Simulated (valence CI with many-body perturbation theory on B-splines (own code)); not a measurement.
Energy levels of Ho34+

Level of theory: relativistic CI+MBPT: five valence electrons over a frozen Dirac-Fock core [Ar] 3d10, a basis of 11 s, 11 p, 10 d, 8 f, 5 g, 2 h functions for each j, with the one-electron correlation potential Σ1 (screened to all orders), the two-electron term Σ2, the three-electron term Σ3, Breit, model QED; selected single and double excitations, second order for the rest, scaled by the run's own slope (own B-spline code, finite nucleus).

The last digits are not significant, and no measured levels were compared; by estimate large intervals hold to a few tenths of a per cent, small ones and those within an open d or f shell to about a per cent. Among the levels kept, up to 2100 cm⁻¹ of a level comes from second order outside the variational space, and about a tenth of that is noise between levels of different J, which matters for small intervals.

Levels 91 to 135 of 173, with energies above the lowest level, (4s^2 4p1/2^2 4p3/2) J=3/2. "Leading %" is the weight of the configuration and term that name the level; weights of strongly mixed levels are sums over their largest components and can fall short, so below about 35 % the name and the second component can differ from the true leading terms, or belong to a minority configuration. In the jj column 3d3/2^4 stands for four electrons in 3d with j = 3/2. Lifetimes count E1, E2, E3, M1 and M2 decay at the calculated energies, and are blank where another channel may lead or the interval is too uncertain; long ones can be off by a factor of two.

```
No.  Configuration  Term     J  E (× 10³ cm⁻¹)  Leading %      g  Lifetime                     Leading jj
 91      4s.4p3.4d   2F°   5/2          2704.3         24  1.117   2.12 ps  4s 4p1/2 4p3/2^2 4d5/2 (38 %)
 92      4s.4p3.4d   2F°   5/2          2715.5         11  1.138   3.11 ps  4s 4p1/2 4p3/2^2 4d5/2 (35 %)
 93      4s.4p3.4d   2F°   7/2          2722.6         46  1.124   4.53 ps  4s 4p1/2 4p3/2^2 4d5/2 (64 %)
 94      4s.4p3.4d   4D°   3/2          2723.8         21  1.237   1.67 ps  4s 4p1/2 4p3/2^2 4d3/2 (41 %)
 95      4s.4p3.4d   4D°   1/2          2725.5         32  0.546   1.12 ps  4s 4p1/2 4p3/2^2 4d3/2 (71 %)
 96      4s.4p3.4d   2P°   3/2          2734.2         19  1.303   1.88 ps  4s 4p1/2 4p3/2^2 4d5/2 (60 %)
 97      4s.4p3.4d   2P°   1/2          2734.5         26  0.826   1.12 ps  4s 4p1/2 4p3/2^2 4d3/2 (57 %)
 98      4s.4p3.4d   4P°   5/2          2737.8         26  1.269   2.10 ps  4s 4p1/2 4p3/2^2 4d5/2 (49 %)
 99      4s.4p3.4d   2D°   3/2          2747.7         23  0.959   1.23 ps  4s 4p1/2 4p3/2^2 4d3/2 (31 %)
100      4s.4p3.4d   2F°   7/2          2752.0         29  1.151   3.24 ps  4s 4p1/2 4p3/2^2 4d5/2 (47 %)
101      4s.4p3.4d   4D°   7/2          2761.2         22  1.250   4.63 ps  4s 4p1/2 4p3/2^2 4d5/2 (55 %)
102      4s.4p3.4d   2D°   5/2          2762.9         18  1.147   1.41 ps  4s 4p1/2 4p3/2^2 4d5/2 (42 %)
103      4s.4p3.4d   2D°   5/2          2772.7         14  1.160   1.54 ps  4s 4p1/2 4p3/2^2 4d5/2 (33 %)
104      4s.4p3.4d   2G°   9/2          2774.7         53  1.111   4.51 ps  4s 4p1/2 4p3/2^2 4d5/2 (57 %)
105     4s2.4p.4d2   4G°   9/2          2783.9         28  1.147   7.45 ps      4s^2 4p1/2 4d5/2^2 (45 %)
106      4s.4p3.4d   2F°   7/2          2787.4         15  1.147   3.39 ps  4s 4p1/2 4p3/2^2 4d5/2 (30 %)
107      4s.4p3.4d   2D°   3/2          2790.3         19  1.129   1.76 ps  4s 4p1/2 4p3/2^2 4d5/2 (38 %)
108      4s.4p3.4d   2F°   5/2          2796.7         40  1.035   2.08 ps  4s 4p1/2 4p3/2^2 4d5/2 (51 %)
109      4s.4p3.4d   2D°   3/2          2799.5         28  0.976   1.78 ps  4s 4p1/2 4p3/2^2 4d5/2 (38 %)
110     4s2.4p2.4f   4G°   5/2          2801.9         17  0.947   1.92 ps  4s^2 4p1/2 4p3/2 4f5/2 (37 %)
111      4s.4p3.4d   4D°   7/2          2812.5         17  1.220   1.43 ps  4s 4p1/2 4p3/2^2 4d5/2 (42 %)
112     4s2.4p.4d2   4D°   3/2          2818.6         13  1.215   1.19 ps  4s^2 4p1/2 4d3/2 4d5/2 (33 %)
113     4s2.4p2.4f   2G°   7/2          2827.1         35  0.977   1.36 ps  4s^2 4p1/2 4p3/2 4f5/2 (68 %)
114     4s2.4p2.4f   4G°   9/2          2829.8         36  1.194   1.97 ps  4s^2 4p1/2 4p3/2 4f7/2 (56 %)
115     4s2.4p2.4f   2H°  11/2          2835.4         54  1.162   5.67 ps  4s^2 4p1/2 4p3/2 4f7/2 (88 %)
116      4s.4p3.4d   4D°   1/2          2836.8         25  0.692   1.59 ps  4s 4p1/2 4p3/2^2 4d5/2 (50 %)
117      4s.4p3.4d   2P°   3/2          2849.4         12  1.074   1.28 ps  4s 4p1/2 4p3/2^2 4d5/2 (39 %)
118     4s2.4p2.4f   2G°   9/2          2852.2         34  1.143   1.82 ps  4s^2 4p1/2 4p3/2 4f5/2 (41 %)
119     4s2.4p2.4f   4D°   5/2          2855.8         18  1.016   1.51 ps  4s^2 4p1/2 4p3/2 4f5/2 (30 %)
120     4s2.4p2.4f   4F°   3/2          2859.0         25  0.841   1.50 ps  4s^2 4p1/2 4p3/2 4f5/2 (40 %)
121     4s2.4p2.4f   4D°   7/2          2867.2         21  1.154   1.40 ps  4s^2 4p1/2 4p3/2 4f7/2 (30 %)
122     4s2.4p.4d2   4P°   3/2          2874.9         15  1.226   1.26 ps  4s 4p1/2 4p3/2^2 4d5/2 (28 %)
123            4p5   2P°   1/2          2877.5         15  1.021   1.20 ps  4s^2 4p1/2 4p3/2 4f5/2 (21 %)
124     4s2.4p.4d2   2F°   5/2          2879.0         21  1.156   1.41 ps      4s^2 4p1/2 4d5/2^2 (45 %)
125     4s2.4p2.4f   2F°   5/2          2882.0         22  1.014   1.30 ps  4s^2 4p1/2 4p3/2 4f5/2 (37 %)
126     4s2.4p2.4f   2F°   7/2          2899.1         23  1.136   1.47 ps  4s^2 4p1/2 4p3/2 4f7/2 (33 %)
127     4s2.4p2.4f   2P°   1/2          2914.5         21  0.694   1.24 ps  4s^2 4p1/2 4p3/2 4f5/2 (38 %)
128     4s2.4p2.4f   2P°   3/2          2921.1         21  1.154   1.27 ps  4s 4p1/2 4p3/2^2 4d5/2 (32 %)
129     4s2.4p2.4f   2G°   9/2          2924.8         39  1.015   1.91 ps  4s^2 4p1/2 4p3/2 4f7/2 (36 %)
130     4s2.4p2.4f   2D°   5/2          2929.0         30  1.197   1.29 ps  4s^2 4p1/2 4p3/2 4f7/2 (51 %)
131     4s2.4p2.4f   2F°   5/2          2948.6         31  0.938   1.55 ps  4s^2 4p1/2 4p3/2 4f7/2 (32 %)
132     4s2.4p.4d2   2P°   1/2          2952.0         42  0.775   1.22 ps      4s^2 4p1/2 4d5/2^2 (45 %)
133     4s2.4p2.4f   2F°   7/2          2963.4         26  1.078   1.03 ps  4s^2 4p1/2 4p3/2 4f7/2 (31 %)
134     4s2.4p2.4f   2D°   3/2          2993.2         28  0.997   1.05 ps  4s^2 4p1/2 4p3/2 4f7/2 (33 %)
135      4s.4p3.4d   4P°   1/2          3026.2         41  2.010   1.18 ps        4s 4p3/2^3 4d3/2 (61 %)
```

Where two levels of one J and parity lie close, their mixing, g and order are uncertain.
